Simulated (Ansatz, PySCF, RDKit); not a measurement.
Complex: CH4 (SMILES C) (first 5 atoms) with C3H4 (SMILES C=C=C); geometry from B3LYP-D3(BJ)/def2-TZVP, rigid monomers moved along the line of their centres of mass till H5···C7 is 2.68 Å.
(charge 0, multiplicity 1):
| atom | x (Å) | y (Å) | z (Å) |
|---|---|---|---|
| C | -0.2044 | -0.0443 | -0.2907 |
| H | 0.3723 | -0.0991 | -1.2131 |
| H | -0.7580 | 0.8937 | -0.2666 |
| H | -0.9021 | -0.8802 | -0.2516 |
| H | 0.4678 | -0.0913 | 0.5644 |
| C | 1.4081 | -0.0514 | 3.3595 |
| C | 0.1181 | 0.0258 | 3.2162 |
| C | -1.1708 | 0.1030 | 3.0669 |
| H | 1.9066 | -1.0081 | 3.4657 |
| H | 2.0267 | 0.8386 | 3.3781 |
| H | -1.6222 | 0.0860 | 2.0818 |
| H | -1.8328 | 0.1867 | 3.9210 |

Interaction energies are E(AB) − E(A) − E(B) at the monomers' geometry in the complex; basis-set methods are counterpoise corrected. Rows marked so take none. RDKit's UFF carries no charges.

Rows in 3-21G, 6-31G* carry no dispersion term and start afresh at each structure (6-31G* with six Cartesian d functions). MP2/6-31G* freezes PySCF's default core.

Codes used: Ansatz (Gaussian basis) for Hartree–Fock, density functionals and correlated methods; PySCF for 3-21G rows, 6-31G* rows, the dispersion terms; RDKit for the force fields. 

```json
[
 {"level": "UFF", "interaction energy (kcal/mol)": "-0.11"},
 {"level": "HF/aug-cc-pVDZ", "interaction energy (kcal/mol)": "1.93"},
 {"level": "PBE/def2-TZVPPD", "interaction energy (kcal/mol)": "0.33"},
 {"level": "B3LYP/3-21G (no counterpoise)", "interaction energy (kcal/mol)": "-0.02"},
 {"level": "PBE0/def2-TZVPPD", "interaction energy (kcal/mol)": "0.35"},
 {"level": "PBE0-D4/def2-TZVPPD", "interaction energy (kcal/mol)": "-0.70"},
 {"level": "wB97M-V/def2-TZVPPD", "interaction energy (kcal/mol)": "-0.58"},
 {"level": "MP2/6-31G*", "interaction energy (kcal/mol)": "0.63"},
 {"level": "MP2/6-31G* (no counterpoise)", "interaction energy (kcal/mol)": "___"}
]
```

Q: Fill in the missing entries.

A: 
- MP2/6-31G* (no counterpoise), interaction energy (kcal/mol): -0.37

Ansatz is an electronic-structure program.
